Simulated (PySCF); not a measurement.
The metal is changed in M(NH3)4 2+. Isolated molecules, 0 K electronic values unless said otherwise. Multiplicities are imposed; where one is given, others were not computed.

B3LYP has the VWN-RPA correlation part, as in Gaussian. 

A: M = Co, multiplicity 4 ([Co(NH3)4]2+ (lower quartet))
B: M = Cu, multiplicity 2 ([Cu(NH3)4]2+)
C: M = Rh, multiplicity 2 ([Rh(NH3)4]2+)
D: M = Co, multiplicity 2
E: M = Ir, multiplicity 2

Task: Order them by highest occupied spin orbital (lowest first) at the level B3LYP-D3(BJ)/def2-TZVP // PBE-D3(BJ)/def2-SVP (PySCF).

Result: A (-16.71 eV), B (-16.48 eV), D (-16.26 eV), C (-16.05 eV), E (-15.37 eV)
